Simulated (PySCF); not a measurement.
## `C[Si@@](Cl)(C[SiH3])P[SiH3]`, C$_{2}$H$_{12}$ClPSi$_{3}$

Geometry:
| atom | x (Å) | y (Å) | z (Å) |
| --- | --- | --- | --- |
| C1 | 0.130 | -2.412 | 0.508 |
| Si2 | -0.404 | -0.897 | -0.529 |
| Cl3 | -1.570 | -1.594 | -2.045 |
| C4 | -1.425 | 0.322 | 0.519 |
| Si5 | -1.925 | 1.928 | -0.376 |
| P6 | 1.322 | 0.186 | -1.489 |
| Si7 | 2.415 | 0.912 | 0.311 |
| H8 | 0.788 | -2.120 | 1.321 |
| H9 | 0.658 | -3.136 | -0.105 |
| H10 | -0.733 | -2.913 | 0.937 |
| H11 | -0.852 | 0.581 | 1.409 |
| H12 | -2.324 | -0.185 | 0.870 |
| H13 | -0.725 | 2.586 | -0.896 |
| H14 | -2.579 | 2.800 | 0.606 |
| H15 | -2.859 | 1.621 | -1.458 |
| H16 | 2.091 | -0.948 | -1.664 |
| H17 | 2.629 | -0.115 | 1.337 |
| H18 | 1.637 | 2.004 | 0.893 |
| H19 | 3.716 | 1.388 | -0.155 |

Computed, not measured: TDDFT CAM-B3LYP/def2-SVPD circular dichroism and optical rotation, one conformer, gas phase in PySCF. Geometry: GFN2-xTB.

The molecule is flexible and this is one conformer; a measurement averages over conformers. Singlets 9 and 10 lie within 0.01 eV of each other, so their separate moments and overlaps can depend on how they mix.

(1) Draw the ECD and absorption spectra from the lowest 16 states, each a Gaussian of half-width 0.3 eV at 1/e height.

Answers

(1) 
```
E (eV)  λ (nm)  Δε (L mol⁻¹ cm⁻¹)  ε (L mol⁻¹ cm⁻¹)
  5.59     222              +0.25              23.5
  5.69     218              +0.68              64.7
  5.79     214              +1.45               145
  5.89     210              +2.44               272
  5.99     207              +3.10               455
  6.09     204              +2.63               749
  6.19     200              +0.51              1300
  6.29     197              -2.92              2270
  6.39     194              -6.54              3700
  6.49     191              -9.27              5350
  6.59     188             -10.81              6760
  6.69     185             -11.35              7480
  6.79     183             -10.93              7310
  6.89     180              -9.58              6330
  6.99     177              -8.26              5040
  7.09     175              -8.33              4220
  7.19     172              -9.22              4670
  7.29     170              -6.28              6800
  7.39     168              +7.32             10400
  7.49     166             +33.53             14900
  7.59     163             +63.18             19200
  7.69     161             +79.70             22200
  7.79     159             +72.81             23000
  7.89     157             +47.74             21000
  7.99     155             +19.87             16800
```
Δε uses R in velocity form, ε uses f in length form. Only the states computed contribute, so the short-wavelength end is incomplete.
